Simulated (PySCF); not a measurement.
C2H8FNSi. Atoms are numbered in the order given.

```xyz
13

C      1.4818     1.2273     0.8175
C      0.8867     0.0274     0.0909
N      0.8107    -1.1182     0.9847
Si    -0.8729     0.4102    -0.4551
F     -1.5171    -0.9844    -1.0131
H      0.8989     1.4665     1.7208
H      2.5152     1.0149     1.1409
H      1.5210     2.1204     0.1740
H      1.4925    -0.1519    -0.8268
H      0.4312    -1.9301     0.5016
H      1.7372    -1.3796     1.3202
H     -1.7076     0.8760     0.6868
H     -0.8998     1.3999    -1.5719
```

Coordinates come from a PBE0-D3(BJ)/def2-SVP optimisation. The structure was generated by enumeration; whether it is a known compound was not checked. One conformer was computed; it need not be the lowest.

All values below come from PBE/pcSseg-1 run with PySCF.

GIAO shieldings, no solvent; atoms listed in one row are averaged. δ = σ(ref) − σ: ¹³C against TMS (σ = 182.0 ppm); ¹⁵N against NH3 (σ = 267.0 ppm); ²⁹Si against TMS (σ = 335.4 ppm); ¹⁹F against CFCl3 (σ = 133.6 ppm); ¹H against TMS (σ = 31.49 ppm), references at their B3LYP-D3(BJ)/def2-TZVP geometries, non-relativistic.

```
nucleus       atoms  count  δ (ppm)
-------  ----------  -----  -------
¹³C              C2      1     41.8
¹³C              C1      1     18.0
¹⁵N              N3      1     48.4
²⁹Si            Si4      1     12.5
¹⁹F              F5      1   -252.5
¹H              H13      1     5.44
¹H              H12      1     5.14
¹H               H9      1     3.43
¹H              H10      1     1.53
¹H       H6, H7, H8      3     1.31
¹H              H11      1     0.53
```
